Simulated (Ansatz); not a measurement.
Mulliken charges of `O[SiH](F)I` from r2SCAN/def2-TZVPP in Ansatz (PBE0-D4/def2-TZVP geometry).

```csv
atom,x (Å),y (Å),z (Å),charge (e)
O1,-0.894,0.554,-0.830,-0.383
Si2,0.376,0.120,0.078,0.706
F3,0.320,0.811,1.506,-0.295
I4,0.398,-2.277,0.470,-0.173
H5,-1.753,0.164,-0.659,0.214
H6,1.594,0.563,-0.612,-0.068
```

Problem. By hand: the dipole of these point charges (1 e Å = 4.8032 D).

Solution. Σ q r = (-0.039, 0.024, -0.252) e Å, of length 0.256 e Å = 1.23 D.

Problem. How does the dipole of the full density compare? (Best estimate.)

Solution. Ansatz gave: (-0.198, -0.050, -0.136) e Å, 1.18 D; the point charges give 1.04 times that, at 50° from its direction.

Point charges leave out the atoms' own dipoles, such as those of lone pairs, and Mulliken's split depends on the basis, so the two needn't agree.
